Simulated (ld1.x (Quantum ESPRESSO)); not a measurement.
# Before and after: PAW potential for N

* Element: N
* Generator: ld1.x (Quantum ESPRESSO) 7.5
* Type: PAW
* Functional: PBE
* Relativity: scalar-relativistic
* Frozen core: [He]
* Valence charge: 5
* Reference configuration: 2s2 2p3
* Partial waves: 2s (bound): rcut 0.90, rcutus 1.05 bohr; 2s channel at -0.8 Ry: rcut 0.90, rcutus 1.05 bohr; 2p (bound): rcut 1.30, rcutus 1.80 bohr; 2p channel at -0.1 Ry: rcut 1.30, rcutus 1.80 bohr; 3d channel at -0.1 Ry: rcut 1.95, rcutus 2.10 bohr; 3d channel at 1.4 Ry: rcut 1.95, rcutus 2.10 bohr
* Local potential: all-electron potential smoothed inside 2.00 bohr (lloc = -1)
* Core correction: a·sin(br)/r model core, default radius (ld1.x builds one for every PAW set, though the input has nlcc=.false.)
* Augmentation charge: PSQ, radius 0.65 bohr

Change: waves 2p (bound): rcut 1.30, rcutus 1.90 bohr; 2p channel at -0.1 Ry: rcut 1.30, rcutus 1.90 bohr.

Cutoffs: the cutoffs (Ry, on a coarse ladder) from which the occupation-weighted sum of valence levels, in a spherical-Bessel basis at the reference potential, stays within 10 and 1 mRy of its value at 400 Ry; they do not see the model core or the augmentation charge, which bear on the density cutoff. Errors are all-electron minus pseudo energies relative to the spin-unpolarised reference configuration.

**Question.** What does the change do?

**Answer.** The potential gets softer (21 Ry and 35 Ry → 18 Ry and 30 Ry); of the 7 tests that both files solve, the error grows in 2 and shrinks in 0 by more than 15 % and 0.3 meV (median size 1.9 → 2.0 meV); neither file shows a bound ghost. A larger radius leaves more room for a smooth pseudo-wave, so fewer plane waves are needed.

| quantity | base | changed |
| --- | --- | --- |
| cutoff, loose | 21 Ry | 18 Ry |
| cutoff, tight | 35 Ry | 30 Ry |
| loose cutoff by channel (10 mRy a level) | s 10 Ry, p 18 Ry | s 10 Ry, p 15 Ry |
| bound ghosts | none | none |
| error for 2s2 2p2, meV [ΔE 13.59 eV] | -0.6 | -1.2 |
| error for 2s2 2p1, meV [ΔE 42.45 eV] | -2.0 | -6.4 |
| error for 2s2 2p0, meV [ΔE 89.53 eV] | +9.0 | +8.8 |
| error for 2s1 2p0, meV [ΔE 167.35 eV] | -23 | -23 |
| error for 2s0 2p5, meV [ΔE 23.04 eV] | -1.9 | -2.0 |
| error for 2s1 2p4, meV [ΔE 11.51 eV] | -0.4 | -0.4 |
| error for 2s2 2p3.3, meV [ΔE -1.62 eV] | +0.1 | +0.1 |
| s: phases at 2.31 bohr within 0.05 rad from the reference energy up to (Ry; the scan ends near 5) | to the end of the scan | to the end of the scan |
| p: phases at 2.31 bohr within 0.05 rad from the reference energy up to (Ry; the scan ends near 5) | to the end of the scan | to the end of the scan |
| d: phases at 2.31 bohr within 0.05 rad from the reference energy up to (Ry; the scan ends near 5) | to the end of the scan | to the end of the scan |
| lowest overlap eigenvalue by channel | s 0.37, p 0.93, d 0.97 | s 0.37, p 0.99, d 0.97 |
